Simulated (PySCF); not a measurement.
ZnN⁺ at ROHF-CCSD

Computed with ROHF-CCSD; basis Zn def2-SVP, N def2-SVP; no relativity; PySCF 2.14.

```
state                          : ³Σ⁻ (triplet), unpaired electrons π ↑↑
bond length                    : 3.911 bohr
harmonic wavenumber            : 367 cm⁻¹
force constant                 : 0.912 mdyn/Å
rotational constant Be         : 0.3427 cm⁻¹
anharmonicity ωexe             : 6.14 cm⁻¹
vibration–rotation constant αe : 0.00590 cm⁻¹
well depth De to Zn⁺ + N       : 12.2 kcal/mol
dissociation energy D0         : 11.7 kcal/mol
```

Correlated steps freeze 6 core orbitals. Correlated levels converge slowly with the basis: in double zeta they bind strong bonds too weakly, by up to about 1 eV, and carry superposition errors of some tenths. For an ion De counts to the pair picked by the measured ionisation energies or electron affinities, which need not be the lowest pair at this level. The CCSD T1 diagnostic is raised, a sign that a single reference may not be enough here. The state was picked by a PBE0 search and need not be the measured ground state.
